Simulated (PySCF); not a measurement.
Compound: C6H3FNP.
Atom-mapped SMILES: `[N:1]#[C:2][c:3]1[cH:4][cH:5][cH:6][c:7]([F:8])[p:9]1`

Geometry (GFN2-xTB, Å), atoms numbered from 1 in this order:
```
atom  x, y, z in Å
N1     3.4797   -1.3216   -0.6523
C2     2.3941   -1.0077   -0.4580
C3     1.0625   -0.6035   -0.2180
C4     0.8184    0.7581   -0.0590
C5    -0.4368    1.2834    0.1797
C6    -1.5691    0.4882    0.2810
C7    -1.5189   -0.8816    0.1507
F8    -2.6882   -1.5513    0.2688
P9    -0.1278   -1.8878   -0.1521
H10    1.6634    1.4304   -0.1270
H11   -0.5436    2.3517    0.2917
H12   -2.5325    0.9409    0.4683
```

Probes without a nucleus sit at each ring's centroid and 1 Å off its mean plane on both sides; NICS is minus the shielding there, NICSzz its component along the normal. Level: GIAO PBE0/pcSseg-1 (PySCF, non-relativistic, gas phase) on the GFN2-xTB geometry, one conformer.

Ring bond lengths (Å), with Mayer bond orders in brackets: C3–C4 1.392 (1.35), C4–C5 1.381 (1.46), C5–C6 1.387 (1.41), C6–C7 1.377 (1.41), C7–P9 1.743 (1.26), P9–C3 1.752 (1.25).

**Question.** Give the NICS values of each ring in ppm.

**Answer.** 
```json
{"ring": "C3–C4–C5–C6–C7–P9", "type": "6-membered ring with P; formal bonds all aromatic", "NICS(0)": "-9.1", "NICS(1), two faces": "-10.6 / -10.6", "NICS(1)zz, two faces": "-25.1 / -25.1", "rms pucker (Å)": "0.00", "centre to ring atoms, mean (Å)": "1.50"}
```

**Question.** What can be read from them?

**Answer.** 
- C3–C4–C5–C6–C7–P9: mean NICS(1)zz -25.1 ppm, shielded.

**Question.** How equal are the bonds by HOMA? HOMA = 1 − mean of α(R − Ropt)² over the ring bonds, with Krygowski's 1993 parameters (CC: Ropt 1.388 Å, α 257.7 Å⁻²; CP: Ropt 1.698 Å, α 118.91 Å⁻²).

**Answer.** 
- C3–C4–C5–C6–C7–P9: HOMA 0.89; the largest term is that of P9–C3, α(R − Ropt)² = 0.35.

**Question.** How shielded are the nuclei of the rings and their hydrogens (means over atoms taken as equivalent)?

**Answer.** 
```csv
atoms,environment,σ isotropic (ppm),"principal values of the symmetric part, first atom (ppm)"
C3,substituted aromatic carbon,37.8,"-119.0, 62.6, 169.8"
C4,aromatic CH carbon,43.7,"-65.8, 22.6, 174.3"
C5,aromatic CH carbon,48.5,"-53.1, 25.7, 173.0"
C6,aromatic CH carbon,57.7,"-35.4, 41.6, 166.8"
C7,aromatic C–F carbon,-24.6,"-171.3, 20.0, 77.5"
P9,phosphorus bonded to 2 C,107.7,"-190.7, 14.7, 499.0"
H10,aromatic hydrogen,23.50,"19.8, 22.9, 27.8"
H11,aromatic hydrogen,23.76,"20.1, 24.5, 26.6"
H12,aromatic hydrogen,23.82,"20.1, 24.0, 27.3"
```

On one thread, Arm Neoverse V1, on a shared host, this took 36 s. This is the whole shielding run at PBE0/pcSseg-1, SCF included.
